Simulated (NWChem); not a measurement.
System: diboron tetrafluoride (B$_{2}$F$_{4}$); SMILES FB(F)B(F)F

The following NWChem deck was run.

```
start job
memory heap 200 mb stack 900 mb global 1100 mb
geometry units angstroms noautosym nocenter noautoz
  F      0.798336    -0.798336     1.551312
  B      0.000000     0.000000     0.857443
  F     -0.798336     0.798336     1.551312
  B      0.000000     0.000000    -0.857443
  F     -0.798336    -0.798336    -1.551312
  F      0.798336     0.798336    -1.551312
end
basis spherical
  F library 6-31g*
  B library 6-31g*
end
dft
  xc b3lyp
  iterations 150
end
property
  response 1 0.0773
end
task dft property
```

Coordinates come from a B3LYP/6-31G* (spherical d) optimisation.

Field at 589 nm.

Task: Predict the main results of this run. (B3LYP/6-31G* (spherical d).) Quantities: isotropic polarisability (bohr³); anisotropy (bohr³).

Result: The isotropic polarisability (bohr³) comes out as 22.1 and the anisotropy (bohr³) comes out as 3.0.
